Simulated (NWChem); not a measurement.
HfHOCl$_{2}$ cation; SMILES [Cl][Hf+]([Cl])[OH]

```xyz
5

Hf     0.1966    -0.0004    -0.4252
Cl    -0.9425    -1.8311     0.3437
Cl    -0.9400     1.8314     0.3446
O      1.8566    -0.0018     0.4166
H      2.5848    -0.0019     1.0674
```
Atoms are numbered in this order, from 1.

Results from NWChem. The geometry was optimised at PBE-D3(BJ)/def2-SVP. The spin multiplicity was typed, not searched, and may not be the lowest. def2 effective core potentials on Hf; no spin-orbit coupling. Static field.

For level PBE/def2-SVPD:

```yaml
isotropic polarisability (bohr³): 64.9
anisotropy (bohr³): 29.6
```

Q: Estimate the same quantities for level B3LYP/def2-SVPD.

A: 
- isotropic polarisability (bohr³) = 62.8
- anisotropy (bohr³) = 27.8
